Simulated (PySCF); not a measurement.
[Pb(SH)3]−: from a saddle point downhill

PySCF 2.14.0, RKS PBE0, Pb def2-SVP with ECP60, S def2-SVP, H def2-SVP; non-relativistic Hamiltonian with scalar-relativistic core potentials where named; density fitting; no spin-orbit coupling. Relaxed within the symmetry of its start, the geometry (C3v) is

```xyz
7

Pb    0.0000    0.0000   -0.4391
S     2.3247    0.0000    0.8857
H     1.7529    0.0000    2.1098
S    -1.1623    2.0132    0.8857
H    -0.8765    1.5181    2.1098
S    -1.1623   -2.0132    0.8857
H    -0.8765   -1.5181    2.1098
```

and its lowest harmonic modes are -193, 31, 31, 95, 136, 136 cm⁻¹ (negative: unstable). It was moved along the lowest mode and relaxed again, within the group C3 that the move left.

Question: Where does it end, and how much lower?

Answer: In C3, 0.130 eV lower, after 15 steps:
```xyz
7

Pb    0.0000    0.0000   -0.3472
S     2.2393    0.3192    1.0835
H     1.8099   -0.6836    1.8813
S    -1.3961    1.7797    1.0835
H    -0.3130    1.9092    1.8813
S    -0.8432   -2.0989    1.0835
H    -1.4970   -1.2256    1.8813
```

Question: How do the contacts change?

Answer: 
| contact | saddle (Å) | end (Å) |
| --- | --- | --- |
| Pb1–S2 (SH) | 2.676 | 2.676 |
| Pb1–S4 (SH) | 2.676 | 2.676 |
| Pb1–S6 (SH) | 2.676 | 2.676 |


Question: Is the end a minimum?

Answer: Yes; lowest modes 84, 84, 97, 192, 192, 241 cm⁻¹.

State: singlet.
